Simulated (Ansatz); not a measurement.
A CCSD(T) single point on BH₅SeSi.

```yaml
crystal:
  periodic: [false, false, false]
  atoms:
    - {symbol: B, position_ang: [-0.828426, 0.040531, -0.777467]}
    - {symbol: Si, position_ang: [0.526195, 0.867191, 0.358140]}
    - {symbol: Se, position_ang: [0.675053, -1.461921, -0.150109]}
    - {symbol: H, position_ang: [-1.891973, -0.261694, -0.328530]}
    - {symbol: H, position_ang: [-0.659135, 0.151832, -1.956672]}
    - {symbol: H, position_ang: [0.468772, 0.972202, 1.837660]}
    - {symbol: H, position_ang: [1.779742, 1.478679, -0.147970]}
    - {symbol: H, position_ang: [0.021773, -1.843919, 1.109250]}
basis:
  gaussian: {orbitals: def2-TZVPP}
correlation: {method: ccsd_t}
output: {orbitals: {seedname: orbitals}}
```

```sh
$ ansatz run in.yaml --threads 2 --pin off --events-out ev --progress --plain --max-ram 4352MiB
```

Output of Ansatz, abridged:

```
Functional definition: HF
1132 factors; integrals over basis functions are off by at most 1.4e-3 eV
mean field evaluation 1: about -73914.2283 eV, gradient 1.9e1 eV
mean field evaluation 2: about -73914.4601 eV, gradient 1.9e1 eV
mean field evaluation 4: about -73916.1455 eV, gradient 2.7e0 eV
mean field evaluation 8: about -73916.1800 eV, gradient 1.8e-1 eV
mean field -73916.18021614 eV, -2716.3695207568 hartree, gradient 2.9e-6 eV, S^2 0.000000; 0 other end points of the search recorded, 0 dependent functions left out
15 core orbitals not correlated: weight in the atoms' cores, before any rotation towards them, 1.000 or more for the frozen orbitals, at most 0.000 for the correlated occupied ones
reference -73916.18021614 eV, -2716.3695207568 hartree; 14, 14 occupied and 162, 162 virtual orbitals, 1132 factors
second order -14.27074456 eV of doubles, -0.00000000 eV of singles
cycle   1  -14.78150220 eV  change   -5.1e-1 eV  update   8.9e-2
cycle   2  -15.23634171 eV  change   -4.5e-1 eV  update   2.7e-2
cycle   3  -15.29108573 eV  change   -5.5e-2 eV  update   1.2e-2
cycle   4  -15.28160981 eV  change    9.5e-3 eV  update   3.4e-3
cycle   5  -15.28188282 eV  change   -2.7e-4 eV  update   1.5e-3
cycle   6  -15.28160529 eV  change    2.8e-4 eV  update   4.3e-4
cycle   7  -15.28150166 eV  change    1.0e-4 eV  update   1.5e-4
cycle   8  -15.28159040 eV  change   -8.9e-5 eV  update   5.7e-5
cycle   9  -15.28159793 eV  change   -7.5e-6 eV  update   2.1e-5
perturbative correction -0.61970610 eV, -0.0227737790 hartree
Total energy: -73932.08152017 eV, -2716.9538829014 hartree
```

It took 49 s on 2 threads of an Intel Xeon Platinum 8259CL on a shared host, with 2 GiB of host memory at the peak.

MP2 recovers 89.7 % of the CCSD(T) correlation energy and the triples give 3.9 %; T1 = 0.0112.
